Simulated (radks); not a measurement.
The numbers below are computed, except where a source is named.
Task: Radial electron density D(r) = 4 pi r^2 rho(r) of an atom or ion with 31 electrons. Code: a radial shooting solver on a logarithmic mesh with Libxc functionals. Model: scalar-relativistic Kohn-Sham, PBEsol, spin-polarised, spherical densities, finite nucleus; Fermi nuclear charge, rms radius of each element as measured or else 0.836 A^(1/3) + 0.57 fm.

```
   r/bohr * D(r) (the largest magnitude, 112, reaches the edge; | marks zero)
0.0008839 | *
0.0009966 | *
 0.001124 | *
 0.001267 |  *
 0.001429 |   *
 0.001611 |   *
 0.001831 |    *
 0.002064 |     *
 0.002327 |       *
 0.002624 |        *
 0.002958 |          *
 0.003336 |            *
 0.003761 |              *
  0.00424 |                *
 0.004781 |                   *
  0.00539 |                      *
 0.006078 |                         *
 0.006853 |                            *
 0.007788 |                               *
 0.008781 |                                  *
 0.009901 |                                    *
  0.01116 |                                       *
  0.01259 |                                        *
  0.01419 |                                         *
    0.016 |                                         *
  0.01804 |                                        *
  0.02034 |                                       *
  0.02293 |                                     *
  0.02586 |                                    *
  0.02916 |                                    *
  0.03287 |                                    *
  0.03736 |                                      *
  0.04212 |                                          *
   0.0475 |                                              *
  0.05355 |                                                  *
  0.06038 |                                                     *
  0.06808 |                                                      *
  0.07676 |                                                     *
  0.08654 |                                                 *
  0.09758 |                                            *
     0.11 |                                        *
    0.124 |                                      *
   0.1399 |                                       *
   0.1577 |                                          *
   0.1792 |                                             *
   0.2021 |                                             *
   0.2278 |                                         *
   0.2569 |                                  *
   0.2896 |                         *
   0.3266 |                 *
   0.3682 |           *
   0.4151 |       *
   0.4681 |     *
   0.5278 |    *
    0.595 |  *
   0.6709 | *
   0.7625 |*
   0.8597 *
   0.9694 *
    1.093 *
    1.232 *
    1.389 *
```

What is the nuclear charge?

Result: Z = 64. The innermost maximum, from 1s, lies near gamma/Z bohr with gamma = sqrt(1 - (Z/c)^2) = 0.884, here 0.0138 bohr (found: 0.0150), and its height grows with Z. The density is that of the gadolinium ion Gd33+ in [Ar] 3d10 4s2 4p1; the configuration itself is not fixed sharply by these data, and Z only to a few units. D(r) has 3 maxima, at r = 0.0150, 0.0675, 0.191 bohr, and minima at 0.0294, 0.127 bohr, inside which lie 1.96, 11.17 electrons.
